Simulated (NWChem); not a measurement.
System: CH$_{4}$OSn, singlet; SMILES C[O][SnH]

The following NWChem deck was run.

```
start job
memory heap 200 mb stack 900 mb global 1100 mb
geometry units angstroms noautoz
  Sn    -0.026783    -0.628589     0.002021
  H     -1.773560    -0.185237    -0.002455
  O      0.574371     1.272859     0.001768
  C     -0.194286     2.433795     0.003016
  H      0.027520     3.044305     0.898525
  H      0.045346     3.057159    -0.878975
  H     -1.284515     2.235596    -0.009034
end
basis spherical
  * library def2-svp
end
ecp
  Sn library def2-ecp
end
dft
  xc xpbe96 cpbe96
  grid coarse
  iterations 150
  mulliken
end
task dft gradient
```

Parts of the log:

```
             Northwest Computational Chemistry Package (NWChem) 7.3.0
             --------------------------------------------------------

 C1  symmetry detected

                             Geometry "geometry" -> ""
                             -------------------------

 Output coordinates in angstroms (scale by  1.889725989 to convert to a.u.)

  No.       Tag          Charge          X              Y              Z
 ---- ---------------- ---------- -------------- -------------- --------------
    1 Sn                  50.0000     0.01044459    -0.65082439     0.00008756
    2 H                    1.0000    -1.75152718    -0.27234434    -0.00430009
    3 O                    8.0000     0.54090247     1.27154513    -0.00064973
    4 C                    6.0000    -0.27014202     2.40327532     0.00042372
    5 H                    1.0000    -0.07096640     3.02176821     0.89577413
    6 H                    1.0000    -0.05380266     3.03487282    -0.88173056
    7 H                    1.0000    -1.35230089     2.16490979    -0.01146620

 Effective nuclear repulsion energy (a.u.)     231.9563831484

 Summary of "ao basis" -> "ao basis" (spherical)
 ------------------------------------------------------------------------------
       Tag                 Description            Shells   Functions and Types
 ---------------- ------------------------------  ------  ---------------------
 Sn                         def2-svp                10       26   4s4p2d
 H                          def2-svp                 3        5   2s1p
 O                          def2-svp                 6       14   3s2p1d
 C                          def2-svp                 6       14   3s2p1d

            General Information
            -------------------
          SCF calculation type: DFT
          Wavefunction type:  closed shell.
          No. of atoms     :     7
          No. of electrons :    40
           Alpha electrons :    20
            Beta electrons :    20
          Charge           :     0
          Spin multiplicity:     1
          Use of symmetry is: off; symmetry adaption is: off
          Maximum number of iterations: 150
          AO basis - number of functions:    74
                     number of shells:    34
          Convergence on energy requested:  1.00D-06
          Convergence on density requested:  1.00D-05
          Convergence on gradient requested:  5.00D-04

              XC Information
              --------------
          PerdewBurkeErnzerhof Exchange Functional  1.000
            Perdew 1991 LDA Correlation Functional  1.000 local
           PerdewBurkeErnz. Correlation Functional  1.000 non-local

             Grid Information
             ----------------
          Grid used for XC integration:  coarse
          Radial quadrature: Mura-Knowles
          Angular quadrature: Lebedev.
          Tag              B.-S. Rad. Rad. Pts. Rad. Cut. Ang. Pts.
          ---              ---------- --------- --------- ---------
          Sn                  1.45      104          10.0       302
          H                   0.35       35          11.0       302
          O                   0.60       35           8.0       302
          C                   0.70       35          10.0       302
          Grid pruning is: on
          Number of quadrature shells:   314
          Spatial weights used:  Erf1

      Superposition of Atomic Density Guess
      -------------------------------------

 Sum of atomic energies:        -363.40882344

      Non-variational initial energy
      ------------------------------

 Total energy =    -328.443296
 1-e energy   =    -775.609824
 2-e energy   =     324.423100
 HOMO         =      -0.240418
 LUMO         =      -0.059593

     ---------------------------------------------
      Total Density - Mulliken Population Analysis
     ---------------------------------------------

    Atom       Charge   Shell Charges
 -----------   ------   -------------------------------------------------------
    1 Sn  22    21.05   1.60  0.43  1.17  0.68  3.27  2.72  0.66  0.46  9.77  0.29
    2 H    1     1.27   0.70  0.56  0.01
    3 O    8     8.97   1.99  1.11  0.72  3.08  2.07  0.01
    4 C    6     5.89   1.99  0.92  0.21  1.86  0.85  0.05
    5 H    1     0.94   0.70  0.22  0.02
    6 H    1     0.94   0.70  0.22  0.02
    7 H    1     0.94   0.69  0.23  0.02

   convergence    iter        energy       DeltaE   RMS-Dens  Diis-err
 ---------------- ----- ----------------- --------- --------- ---------
 d= 0,ls=0.0,diis     1   -329.7018623719 -4.52D+02  3.53D-02  5.85D-01
 d= 0,ls=0.0,diis     2   -328.1844665263  1.52D+00  2.79D-02  1.07D+01
 d= 0,ls=0.0,diis     3   -329.7805672729 -1.60D+00  4.52D-03  6.29D-02
 d= 0,ls=0.0,diis     4   -329.7837081705 -3.14D-03  1.90D-03  4.27D-02
 d= 0,ls=0.0,diis     5   -329.7896649305 -5.96D-03  2.71D-04  3.65D-04
  Resetting Diis
 d= 0,ls=0.0,diis     6   -329.7897032470 -3.83D-05  1.33D-04  4.33D-05
 d= 0,ls=0.0,diis     7   -329.7897108492 -7.60D-06  1.07D-04  5.51D-06
 d= 0,ls=0.0,diis     8   -329.7897045894  6.26D-06  6.65D-05  5.68D-05
 d= 0,ls=0.0,diis     9   -329.7897116596 -7.07D-06  1.89D-05  9.68D-07
 d= 0,ls=0.0,diis    10   -329.7897118556 -1.96D-07  1.74D-06  2.32D-08

         Total DFT energy =     -329.789711855602
      One electron energy =     -778.070582816121
           Coulomb energy =      358.910649722419
    Exchange-Corr. energy =      -33.373207604293
 Nuclear repulsion energy =      122.743428842392

 Numeric. integr. density =       39.999870732697

                       DFT Final Molecular Orbital Analysis
                       ------------------------------------

 Vector   18  Occ=2.000000D+00  E=-2.312023D-01
              MO Center=  3.1D-01,  1.5D+00, -2.8D-03, r^2= 2.1D+00
   Bfn.  Coefficient  Atom+Function         Bfn.  Coefficient  Atom+Function
  ----- ------------  ---------------      ----- ------------  ---------------
    37      0.522014  3 O  pz                40      0.395321  3 O  pz
    65      0.211311  6 H  s                 60     -0.209351  5 H  s
    51     -0.196736  4 C  pz                13      0.191616  1 Sn pz
    16      0.151140  1 Sn pz                66      0.147480  6 H  s
    61     -0.146353  5 H  s                 10     -0.062443  1 Sn pz

 Vector   19  Occ=2.000000D+00  E=-2.299053D-01
              MO Center=  1.3D-01,  1.3D+00,  2.4D-03, r^2= 2.2D+00
   Bfn.  Coefficient  Atom+Function         Bfn.  Coefficient  Atom+Function
  ----- ------------  ---------------      ----- ------------  ---------------
    35      0.481328  3 O  px                38      0.364944  3 O  px
    36      0.237177  3 O  py                70      0.233835  7 H  s
    71      0.191281  7 H  s                 12     -0.183443  1 Sn py
    49     -0.167939  4 C  px                39      0.166085  3 O  py
    60     -0.113334  5 H  s                 65     -0.108707  6 H  s

 Vector   20  Occ=2.000000D+00  E=-2.093080D-01
              MO Center= -3.3D-01, -6.5D-01, -1.1D-03, r^2= 3.2D+00
   Bfn.  Coefficient  Atom+Function         Bfn.  Coefficient  Atom+Function
  ----- ------------  ---------------      ----- ------------  ---------------
     3      0.408360  1 Sn s                 27     -0.328139  2 H  s
    11      0.316139  1 Sn px                28     -0.290505  2 H  s
     4      0.275329  1 Sn s                 12     -0.210301  1 Sn py
    14      0.181273  1 Sn px                 2     -0.158220  1 Sn s
    15     -0.147857  1 Sn py                 1     -0.131371  1 Sn s

 Vector   21  Occ=0.000000D+00  E=-1.115289D-01
              MO Center=  1.7D-02, -4.9D-01,  7.8D-04, r^2= 3.6D+00
   Bfn.  Coefficient  Atom+Function         Bfn.  Coefficient  Atom+Function
  ----- ------------  ---------------      ----- ------------  ---------------
    16      0.557230  1 Sn pz                13      0.542385  1 Sn pz
    37     -0.253198  3 O  pz                40     -0.219847  3 O  pz
    10     -0.169453  1 Sn pz                 7     -0.157181  1 Sn pz
    61      0.069623  5 H  s                 66     -0.067900  6 H  s
    60      0.054472  5 H  s                 65     -0.053658  6 H  s

 Vector   22  Occ=0.000000D+00  E=-2.957295D-02
              MO Center=  2.6D-02, -6.0D-01,  1.1D-04, r^2= 4.5D+00
   Bfn.  Coefficient  Atom+Function         Bfn.  Coefficient  Atom+Function
  ----- ------------  ---------------      ----- ------------  ---------------
    15      0.654040  1 Sn py                14      0.513206  1 Sn px
    34     -0.484872  3 O  s                 12      0.323072  1 Sn py
    28      0.291344  2 H  s                 11      0.254344  1 Sn px
    48     -0.194795  4 C  s                 71      0.184761  7 H  s
    33     -0.166430  3 O  s                 52      0.162717  4 C  px

 Vector   23  Occ=0.000000D+00  E= 2.961492D-02
              MO Center= -1.9D-01, -6.5D-01, -5.2D-04, r^2= 4.7D+00
   Bfn.  Coefficient  Atom+Function         Bfn.  Coefficient  Atom+Function
  ----- ------------  ---------------      ----- ------------  ---------------
    28      1.188285  2 H  s                 14      0.917133  1 Sn px
    15     -0.656332  1 Sn py                 4     -0.521603  1 Sn s
     3     -0.482223  1 Sn s                 11      0.342059  1 Sn px
    27      0.243758  2 H  s                 34      0.182020  3 O  s
    71      0.174596  7 H  s                  2      0.158705  1 Sn s

     ---------------------------------------------
      Total Density - Mulliken Population Analysis
     ---------------------------------------------

    Atom       Charge   Shell Charges
 -----------   ------   -------------------------------------------------------
    1 Sn  22    21.56   1.60  0.44  1.37  0.48  3.26  2.74  1.02  0.55  9.70  0.41
    2 H    1     1.16   0.68  0.47  0.01
    3 O    8     8.48   1.99  1.08  0.74  2.83  1.83  0.01
    4 C    6     5.86   1.98  0.91  0.12  2.08  0.72  0.05
    5 H    1     0.98   0.74  0.21  0.02
    6 H    1     0.98   0.74  0.21  0.02
    7 H    1     0.99   0.74  0.22  0.02

     -------------------------------------------
      Total Density - Lowdin Population Analysis
     -------------------------------------------

    Atom       Charge   Shell Charges
 -----------   ------   -------------------------------------------------------
    1 Sn  22    21.66   1.19  0.79  1.05  0.71  3.01  2.83  1.11  0.78  9.43  0.76
    2 H    1     1.14   0.62  0.50  0.02
    3 O    8     8.26   1.97  0.93  0.62  2.70  2.02  0.02
    4 C    6     5.96   1.96  0.58  0.31  1.84  1.15  0.13
    5 H    1     0.98   0.65  0.27  0.06
    6 H    1     0.98   0.65  0.27  0.06
    7 H    1     0.99   0.65  0.28  0.07

     Multipole analysis of the density
     ---------------------------------

     L   x y z        total         alpha         beta         nuclear
     -   - - -        -----         -----         ----         -------
     0   0 0 0     -0.000000    -20.000000    -20.000000     40.000000

     1   1 0 0     -0.210476      0.171086      0.171086     -0.552647
     1   0 1 0     -0.153783    -17.295208    -17.295208     34.436633
     1   0 0 1      0.001942      0.003288      0.003288     -0.004633

     2   2 0 0    -30.859436    -29.152176    -29.152176     27.444916
     2   1 1 0     -0.504580      2.195612      2.195612     -4.895803
     2   1 0 1     -0.011910     -0.012077     -0.012077      0.012245
     2   0 2 0    -26.647877   -156.184624   -156.184624    285.721371
     2   0 1 1      0.005143     -0.007207     -0.007207      0.019556
     2   0 0 2    -25.991900    -15.817117    -15.817117      5.642334

            General Information
            -------------------
          SCF calculation type: DFT
          Wavefunction type:  closed shell.
          No. of atoms     :     7
          No. of electrons :    40
           Alpha electrons :    20
            Beta electrons :    20
          Charge           :     0
          Spin multiplicity:     1
          Use of symmetry is: off; symmetry adaption is: off
          Maximum number of iterations: 150
          AO basis - number of functions:    74
                     number of shells:    34
          Convergence on energy requested:  1.00D-06
          Convergence on density requested:  1.00D-05
          Convergence on gradient requested:  5.00D-04

              XC Information
              --------------
          PerdewBurkeErnzerhof Exchange Functional  1.000
            Perdew 1991 LDA Correlation Functional  1.000 local
           PerdewBurkeErnz. Correlation Functional  1.000 non-local

             Grid Information
             ----------------
          Grid used for XC integration:  coarse
          Radial quadrature: Mura-Knowles
          Angular quadrature: Lebedev.
          Tag              B.-S. Rad. Rad. Pts. Rad. Cut. Ang. Pts.
          ---              ---------- --------- --------- ---------
          Sn                  1.45      104          10.0       302
          H                   0.35       35          11.0       302
          O                   0.60       35           8.0       302
          C                   0.70       35          10.0       302
          Grid pruning is: on
          Number of quadrature shells:   314
          Spatial weights used:  Erf1

          Convergence Information
          -----------------------
          Convergence aids based upon iterative change in
          total energy or number of iterations.
          Levelshifting, if invoked, occurs when the
          HOMO/LUMO gap drops below (HL_TOL):  1.00D-02
          DIIS, if invoked, will attempt to extrapolate
          using up to (NFOCK): 10 stored Fock matrices.

                    Damping( 0%)  Levelshifting(0.5)       DIIS
                  --------------- ------------------- ---------------
          dE  on:    start            ASAP                start
          dE off:    2 iters        150 iters           150 iters

                            NWChem DFT Gradient Module
                            --------------------------

  charge          =   0.00
  wavefunction    = closed shell

                         DFT ENERGY GRADIENTS

    atom               coordinates                        gradient
                 x          y          z           x          y          z
   1 Sn      0.019737  -1.229880   0.000165   -0.003086   0.012846   0.000016
   2 H      -3.309906  -0.514656  -0.008126    0.006304  -0.001348   0.000010
   3 O       1.022157   2.402872  -0.001228   -0.009529  -0.003548  -0.000060
   4 C      -0.510494   4.541532   0.000801    0.002889  -0.001462   0.000090
   5 H      -0.134107   5.710314   1.692768   -0.001169  -0.003555  -0.004468
   6 H      -0.101672   5.735078  -1.666229   -0.001220  -0.003585   0.004370
   7 H      -2.555478   4.091086  -0.021668    0.005810   0.000653   0.000042
```

Level: PBE/def2-SVP with def2 effective core potentials on Sn. Low-valent species are run as closed-shell singlets; no triplet was tried in these runs. Coordinates come from a PBE0/def2-SVP optimisation. def2 effective core potentials on Sn; no spin-orbit coupling.
